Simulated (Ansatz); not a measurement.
The molecule SnRu, multiplicity 5 (an upper state: multiplicity 3 came lower at PBE0/def2-TZVPP). No spin–orbit coupling.

The constants come from a fifth-degree fit in 1/R (seven points, main isotopes). In def2 and cc sets the state is the lowest found near the PBE0 minimum, followed along R.

Codes used: Ansatz (a quantum-chemistry and plane-wave program).  In def2 rows elements past Kr take small-core potentials, without spin–orbit coupling.

| level | r_e (Å) | ω_e (cm⁻¹) | ω_e x_e (cm⁻¹) | B_e (cm⁻¹) | dipole (D) |
|---|---|---|---|---|---|
| PBE/def2-TZVPP | 2.503 | 223 | 0.59 | 0.0488 | 1.32 |
| PBE0/def2-TZVPP | 2.523 | 209 | 0.52 | 0.0481 | 1.70 |
| wB97X-V/def2-TZVPP | 2.558 | 184 | 0.19 | 0.0468 | 2.39 |
